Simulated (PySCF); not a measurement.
Br₂Hg (SMILES [Br][Hg][Br]), singlet, geometry from GFN2-xTB (such geometries of metal compounds can be far from the true shape) (core potentials on Hg). Base run: B3LYP/def2-SV(P) run with PySCF.

The PySCF input:
```python
from pyscf import gto, scf, dft

mol = gto.Mole()
mol.atom = '''
    Hg    0.00000000    0.00000000    0.00000000
    Br    0.00000000    0.00000000    2.42322459
    Br   -0.00000000   -0.00000000   -2.42322459
'''
mol.basis = 'def2-sv(p)'
mol.ecp = {'Hg': 'def2-sv(p)'}
mol.verbose = 4
mol.build()

mf = dft.RKS(mol)
mf.xc = 'b3lyp'
mf.kernel()
mo_i, mo_e, stable_i, stable_e = mf.stability(internal=True, external=True, return_status=True, nroots=6, tol=1e-6)
print('internally stable:', stable_i, ' externally stable:', stable_e)
if not stable_e:
    umf = mf.to_uhf() if not hasattr(mf, 'xc') else mf.to_uks()
    umf.scf_summary = {}
    umf.kernel(umf.make_rdm1(mo_e, umf.mo_occ))
```

The bond that is stretched is that between atoms 2 and 1. A test that says stable can miss a lower solution.

The base run was repeated with changes; each row names its change, and settings that it needs were set with it.

| change | ΔE vs base (mEh) | <S^2> | HOMO-LUMO gap (eV) | stability test says | outcome |
|---|---|---|---|---|---|
| base | 0.000 | 0.000 | 5.09 | stable | converged |
| bond × 1.25 | 35.093 | 0.000 | 2.91 | stable | converged |
| bond × 1.5 | 79.248 | 0.000 | 1.65 | external instability | converged |
| bond × 1.8 | - | - | - | - | not converged |
| bond × 2.2 | - | - | - | - | not converged |
| bond × 3.0 | - | - | - | - | not converged |

Where a bond breaks into two radicals, a solution with restricted orbitals usually stops being the lowest and lies too high; an unrestricted one lies lower at the price of spin contamination, which <S^2> shows.
